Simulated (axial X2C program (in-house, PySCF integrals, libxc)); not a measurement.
Values are calculated unless marked as measured or tabulated.
# GaSe⁻: input and output of an EOM-EE-CCSD run

Program: an axial X2C code built on PySCF integrals.

Input and command:
```json
{"zs": [34, 31], "q": -1, "bas": ["dyall-acv3z", "dyall-acv3z"], "r0": 2.24, "eom": "ee", "thr": -1.0, "nmax": 88}
```
```bash
python soeom.py task.json out
```

Keys: zs atomic numbers; q charge; bas basis sets; r0 starting distance in Å; eom kind of EOM run; thr threshold in hartree for freezing inner shells (an s shell follows its p shell); nmax most natural virtual spinors.

Output at R = 2.261 Å (near the PBE0 minimum at charge -1 of the determinant lowest at the starting distance; the state shown can have its own minimum elsewhere), reference GaSe⁻:

```
two-component X2C + atomic mean field  HF
basis functions 242  fitting functions 1356  grid points 5800
iter        total energy     max residual
   1      -4367.574918094     3.71e+00
   2      -4369.077845100     4.28e-02
   3      -4369.083938916     1.42e-02
   4      -4369.086752094     1.37e-03
   5      -4369.086832938     7.46e-04
   6      -4369.086851573     2.80e-04
   7      -4369.086857880     1.75e-04
   8      -4369.086859860     7.89e-05
   9      -4369.086860188     1.75e-05
  10      -4369.086860217     3.10e-06
  11      -4369.086860218     1.78e-06
converged
one-electron -6593.71005175  Coulomb 2141.08138723  exact exchange -161.60260807  xc functional 0.00000000  nuclear repulsion 246.68411336  atomic mean-field constant -1.53970100
correlated 10  virtual 338  natural virtual 88  E(MP2) -0.224735998  MP2 remainder -0.026913456
iter   CCSD correlation   residual
   1     -0.209546989   1.39e-01
   2     -0.215915042   5.68e-02
   3     -0.217879019   2.48e-02
   4     -0.217870247   8.02e-03
   5     -0.217902207   3.42e-03
   6     -0.217919608   1.54e-03
   7     -0.217919079   6.60e-04
   8     -0.217920344   2.21e-04
   9     -0.217921300   8.19e-05
  10     -0.217920546   2.87e-05
  11     -0.217920545   9.86e-06
(T) -0.011516243  T1 0.0296  D1 0.0423  max T2 0.041
EOM-EE-CCSD roots
2*Omega      energy/Eh   energy/eV  one-particle weight
    0       0.08863619      2.4119      0.950
    0       0.08882602      2.4171      0.950
    0       0.10910682      2.9689      0.931
    0       0.11113459      3.0241      0.935
    0       0.11517653      3.1341      0.931
    2       0.08967698      2.4402      0.950
    2       0.10810123      2.9416      0.928
    2       0.11014583      2.9972      0.935
    2       0.11140155      3.0314      0.932
    4       0.09081869      2.4713      0.949
    4       0.11565823      3.1472      0.916
    4       0.12419357      3.3795      0.925
    6       0.11476310      3.1229      0.921
```
T1 in the output is the amplitude norm over the root of the electron number; divide by √2 for the Lee–Taylor value.

Reference electrons by ω block (each with its −ω partner): 1/2: 22, 3/2: 9, 5/2: 2. Root energies count from the CCSD energy of the reference. For an anion, roots above electron detachment are held by the basis set. All roots sought are printed; those with a small one-particle weight need a further excitation, are placed far too high, and may in truth lie low or lowest. Inner shells are frozen, and levels at this size can be off by some tenths of an eV.
